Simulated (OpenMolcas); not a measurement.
**Xe⁶⁺: effect of the active space**

```json
{
 "Program": "OpenMolcas",
 "Method": "SS-CASPT2 or its RAS form, IPEA 0.25 Eh, imaginary shift 0.1 Eh",
 "Basis": "ANO-RCC",
 "Scalar Hamiltonian": "DKH2, point nucleus",
 "Spin-orbit coupling": "RASSI with atomic mean-field integrals over the reference wave functions, term energies averaged over their components"
}
```

A. 2 electrons in 8 orbitals (5s 5p 6s 6p); 2S+1 = 3 even, 3 roots; 2S+1 = 1 even, 7 roots; 2S+1 = 3 odd, 3 roots; 2S+1 = 1 odd, 3 roots; closed shells correlated: 4d; CASPT2 step about 20 core-seconds
B. 2 electrons in 9 orbitals (RAS2 5s 5p; RAS3 5d, at most 2 electrons); 2S+1 = 3 even, 3 roots; 2S+1 = 1 even, 7 roots; 2S+1 = 3 odd, 3 roots; 2S+1 = 1 odd, 3 roots; closed shells correlated: 4d; CASPT2 step roughly 23 core-seconds

Energies in cm⁻¹ above 5s² ¹S₀, the measured ground level; measured values from Saloman, J. Phys. Chem. Ref. Data 33, 765 (2004).

```
         Level       A       B  Measured
       5s² ¹S₀     0.0     0.0       0.0
    5s 5p ³P°₀   96500   97260     96141
    5s 5p ³P°₁  100400  101160    100451
    5s 5p ³P°₂  111980  112690    113676
    5s 5p ¹P°₁  140100  141440    143259
       5p² ³P₀  224580  225340    223673
       5p² ³P₁  233950  234700    234685
5p² ¹D₂ [60 %]  235060  236860    236100
5p² ³P₂ [60 %]  249690  249930    251853
```

Deviations, from unrounded energies. A percentage is the sum of absolute deviations over the sum of measured energies, with the sign that they share, or ± where signs differ.

```
           Against measurement  Levels     A     B
mean absolute deviation (cm-1)       8  1300  1100
      other configurations (%)       8  ±0.7  ±0.6
```

B lies closest to measurement on these levels. The largest miss of B in the table is 5p² ³P₂ [60 %], by -1900 cm-1. The ranking rests on the paired levels alone, and a cruder setting can come out closer through cancelling errors.

Between A and B the level of the table that moves most is 5p² ¹D₂ [60 %], by 1800 cm-1 (lowest in A, highest in B). Moves below CASPT2's spread within the term are not significant.

CASPT2 breaks the degeneracy within a term, and the mean is taken; among the terms shown or strongly mixed into the levels shown the widest spread is 32 cm-1 (5p² ¹D, A). Over all roots computed the reference weight is 0.89 to 0.95 in A; the roots of lowest weight are the least certain, and an intruder state may touch them. Active for correlation alone: 6p 6s; no level in the range computed is led by a configuration that fills them, so any true level of that kind is missing (holds for A). The ¹D term of p² mixes with s d, which this space lacks (holds for A). Active for correlation alone: 5d; no level in the range computed is led by a configuration that fills it, so any true level of that kind is missing (holds for B). Some terms mix strongly with configurations of 5d, whose occupation reaches 0.19 (5p² ¹D) (holds for B). Computed and measured levels are paired by configuration, term and J; levels that our copy of the source lacks, or whose pairing is in doubt (as where it misses far off the trend of its configuration), stay unpaired and out of the deviations. Levels of configurations outside the active space are missing. Levels that lie high or do not pair safely by name in every column are left out.

A share in square brackets marks a mixed level and gives the weight of the term that names it, the lowest over the columns. ° marks odd parity.
